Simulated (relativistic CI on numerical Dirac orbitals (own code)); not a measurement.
# Ag4+: L2,3 absorption edge

Computed with this model: Dirac-Coulomb-Breit CI, separate exchange-only KLI orbitals for each configuration, model QED (radiative potential, 1s self-energy scaled to tabulated hydrogen-like ionisation energies), valence Slater integrals scaled by 0.8, multiplet model of core-to-valence dipole absorption; configurations [Kr] 4d7 → [He] 2s2 2p5 3s2 3p6 3d10 4s2 4p6 4d8; 300 K; Lorentzian 2.4 eV and Gaussian 0.5 eV FWHM. Energies are those of the free ion, without screening or charge transfer. The branching ratio is the share of the lower-energy edge in the whole absorption, uncertain by about 0.02 where the edges overlap. S is read from ⟨S²⟩ = S(S + 1).

Field parameters in Wybourne normalisation: D4h B²₀ = −7Ds, B⁴₀ = 21(Dq − Dt), B⁴₄ = 21√(5/14) Dq. The field is a parameter set, without covalency.

Case D4h, 10Dq = 27900, Ds = -210, Dt = -430 cm⁻¹, the dichroism is that of the ground state at zero temperature, magnetised by exchange field 10 meV on Sz. The dichroism I(Δm = −1) − I(Δm = +1), over the sum of the three polarisations, integrates to -0.1330 on the lower edge and 0.0795 on the upper edge. The branching ratio is 0.764.

(1) Use the orbital sum rule with 3 holes to get ⟨Lz⟩.

Results:

(1) For a p → d edge ⟨Lz⟩ = 2 × n_h × (sum of both integrals) in this sign convention = -0.32; the ground state itself has ⟨Lz⟩ = -0.27 and ⟨Sz⟩ = -0.51. The rule assumes one radial integral for both edges, which relativistic orbitals only approach.
